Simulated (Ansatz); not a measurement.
Reaction (formal exchange of groups at a Ga–H bond): `[CH3][GaH][CH3]` + `FC(I)O[SiH3]` → `[CH3][Ga]([CH3])[O][SiH3]` + `FCI`

Program: Ansatz. Geometries: PBE0-D4/def2-TZVP. ΔE: electronic, gas phase. CCSD(T)/CBS adds triple-zeta CCSD(T) − MP2 to the extrapolated MP2 energy (def2 sets, frozen cores). DFT in def2-TZVPP. HSE06 is defined as in plane-wave codes. Elements past krypton have def2 core potentials. For Ga, I outer-core shells are correlated without core-valence functions, which leaves a few kJ/mol of doubt a bond. Scalar relativity is left out up to krypton. One conformer a species, not always the lowest.

`[CH3][GaH][CH3]`:

Cartesian coordinates in Å:
```
C 0.491 1.089 1.244
Ga -0.625 0.360 -0.209
C -0.103 -1.312 -1.113
H 0.225 0.590 2.182
H 0.342 2.160 1.387
H 1.552 0.895 1.069
H -1.938 1.117 -0.650
H 0.618 -1.079 -1.904
H -0.951 -1.815 -1.581
H 0.388 -2.004 -0.425
```

`FC(I)O[SiH3]`:

```xyz
9

F     0.740    1.304    1.115
C    -0.406    1.206    0.394
I    -0.064    2.270   -1.502
O    -0.766   -0.067    0.215
Si    0.236   -1.350   -0.194
H    -1.191    1.774    0.889
H     1.110   -0.966   -1.326
H    -0.706   -2.425   -0.569
H     1.047   -1.745    0.980
```

`[CH3][Ga]([CH3])[O][SiH3]`:

Z-matrix (Å, degrees):
```
C
Ga 1 1.959
H 1 1.093 2 109.9
H 1 1.090 2 112.2 3 121.1
H 1 1.093 2 109.9 3 -117.7
C 2 1.954 1 133.3 3 -119.9
O 2 1.804 1 114.8 3 59.6
H 6 1.093 2 109.4 1 109.9
H 6 1.092 2 109.7 1 -132.6
H 6 1.090 2 112.6 1 -10.8
Si 7 1.622 2 139.8 1 -0.4
H 11 1.495 7 111.9 2 1.7
H 11 1.489 7 110.5 2 121.8
H 11 1.490 7 110.5 2 -118.3
```

`FCI`:

```xyz
5

F    -1.071   -0.431    0.793
C     0.083   -0.101    0.167
I    -0.306    0.974   -1.645
H     0.672    0.560    0.800
H     0.622   -1.002   -0.116
```

**Question.** Is it downhill or uphill in electronic energy at CCSD(T)/CBS, and by how much? (Best estimate.)

**Answer.** The calculation gave: Downhill: ΔE = -35.2 kcal/mol.

**Question.** What do these levels give: HSE06-D4, BHLYP-D4, PBE0, r2SCAN0, LC-ωPBE, CCSD/def2-TZVPP? (Estimate.)

**Answer.** Ansatz gave: HSE06-D4 -31.8, BHLYP-D4 -34.5, PBE0 -31.9, r2SCAN0 -32.9, LC-ωPBE -33.4, CCSD/def2-TZVPP -35.7 kcal/mol.

Largest T1 diagnostic among the species: 0.012.

From r2SCAN to r2SCAN0 (25 % exact exchange), in def2-TZVPP and without D4, ΔE moves by −0.9 kcal/mol. Leaving LDA and LC-ωPBE aside and taking each functional with its dispersion term where it has one, the values, not all of them listed here, spread over 4.6 kcal/mol, from B2PLYP to revPBE-D4. LDA lies +3.5 kcal/mol from PBE without D4. At CCSD(T), def2-SVP lies +3.9 kcal/mol from the extrapolated value and def2-TZVPP +0.1 kcal/mol.
